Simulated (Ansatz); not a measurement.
Species: sum formula TaO$_{4}$H$_{4}$, charge 0, multiplicity 2. The spin state was set by rule; other spins were not relaxed. 
Structure (B3LYP-D3(BJ)/def2-TZVP (Ansatz, an electronic-structure program) minimum search):
```xyz
9

Ta     0.0000     0.0000     0.0000
O      1.2452     1.4397    -0.2681
H      1.5121     2.1905     0.2634
O      1.0100    -1.0273     1.2726
H      1.7838    -1.5878     1.2047
O     -0.5660    -0.0268    -1.8368
H     -0.8086    -0.7269    -2.4438
O     -1.6892    -0.3856     0.8323
H     -2.4873     0.1242     0.9757
```
Charge 0, spin multiplicity 2.

Computed values are from Ansatz. Correlated levels leave the core frozen unless marked. UHF or UKS for open shells. No spin-orbit coupling. Frozen are the shells of the preceding noble gas and the d and f shells that filled before the atom's block. In def2 rows, elements after Kr have scalar-relativistic effective core potentials. CBS(X,Y): correlation extrapolated as X^-3; Hartree-Fock from the larger set. The bracket is a focal-point correction in the basis named.

### Question
What is the total energy at RI-MP2/CBS(def2-TZVPP,def2-QZVPP)+[CCSD(T)-MP2]/def2-TZVPP?

### Answer
-359.8642 Eh.

### Question
What is the atomisation energy De at RI-MP2/CBS(def2-TZVPP,def2-QZVPP)+[CCSD(T)-MP2]/def2-TZVPP?

### Answer
913.4 kcal/mol.

### Question
What is the dipole moment at CCSD(T)/def2-SVPD?

### Answer
0.00 D.

### Question
What is the T1 diagnostic at CCSD/def2-TZVPP?

### Answer
0.020.
